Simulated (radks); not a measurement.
I I, 53 electrons, occupied as [Kr] 4d10 5s2 5p5. Method: scalar-relativistic Kohn-Sham, SCAN, spin-polarised, spherical densities, finite nucleus; open shells are filled with parallel spins first (spin-orbit coupling, left out, can overturn this in heavy ions); meta-GGA in the generalised Kohn-Sham scheme; Fermi nuclear charge, rms radius 4.75 fm; computed with a radial shooting solver on a logarithmic mesh with Libxc functionals.

Normalised radial functions P(r) = r R(r), r in bohr:

r	4p down
0.003003	0.0086
0.004005	0.0142
0.005342	0.0234
0.007124	0.0382
0.009502	0.0617
0.01267	0.0979
0.0169	0.1511
0.02255	0.2246
0.03007	0.3163
0.04011	0.4121
0.05349	0.4772
0.07135	0.4534
0.09516	0.2758
0.1269	-0.0750
0.1693	-0.4930
0.2258	-0.7242
0.3011	-0.4969
0.4016	0.2025
0.5357	0.9766
0.7145	1.3025
0.9529	1.0384
1.271	0.5375
1.695	0.1814
2.261	0.0363
3.016	0.0043
4.022	0.0002
5.364	0.0000
7.155	0.0000

4p down: eigenvalue -130.75 eV, 2 radial nodes at r = 0.120, 0.374 bohr, <r> = 0.792 bohr, 90 % of the charge inside 1.16 bohr.
